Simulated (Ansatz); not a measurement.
One change: `[SH][Ga]([SH])[Br]` becomes `[OH][Ga]([SH])[SH]`.

Ansatz, PBE0-D4/def2-TZVP geometries, multiplicity 1. Each molecule was computed in one conformer, which needn't be the lowest.

Scalar relativity is left out up to krypton.

```json
{"property": "size of the dipole moment (B3LYP/def2-TZVPP) / D", "`[SH][Ga]([SH])[Br]`": "0.18"}
{"property": "LUMO energy (ωB97M-V/def2-TZVPP) / eV", "`[SH][Ga]([SH])[Br]`": "0.49"}
{"property": "HOMO energy (PBE0/def2-TZVPP) / eV", "`[SH][Ga]([SH])[Br]`": "-7.88"}
{"property": "HOMO energy (B3LYP/def2-TZVPP) / eV", "`[SH][Ga]([SH])[Br]`": "-7.61"}
{"property": "HOMO–LUMO gap (ωB97M-V/def2-TZVPP) / eV", "`[SH][Ga]([SH])[Br]`": "10.53"}
{"property": "HOMO energy (ωB97M-V/def2-TZVPP) / eV", "`[SH][Ga]([SH])[Br]`": "-10.04"}
```

(1) Give the same properties after the change, and the shifts. (Estimate.)

Answers

(1) Ansatz gave: 
```tsv
property	`[OH][Ga]([SH])[SH]`	shift
size of the dipole moment (B3LYP/def2-TZVPP) / D	1.80	1.62
LUMO energy (ωB97M-V/def2-TZVPP) / eV	0.92	0.43
HOMO energy (PBE0/def2-TZVPP) / eV	-7.67	0.21
HOMO energy (B3LYP/def2-TZVPP) / eV	-7.40	0.21
HOMO–LUMO gap (ωB97M-V/def2-TZVPP) / eV	10.76	0.23
HOMO energy (ωB97M-V/def2-TZVPP) / eV	-9.83	0.21
```

With PBE0 the HOMO rises by 0.21 eV and the LUMO rises by 0.54 eV, so the gap widens by about 0.33 eV. PBE moves the HOMO by 0.23 eV and ωB97M-V by 0.21 eV. Dipoles are sizes alone; their direction can turn.

B3LYP here is the variant with VWN-RPA as its local correlation; programs differ in this.

Spin–orbit coupling is left out; it splits and shifts lone-pair levels of the heavy atoms by tenths of an eV.
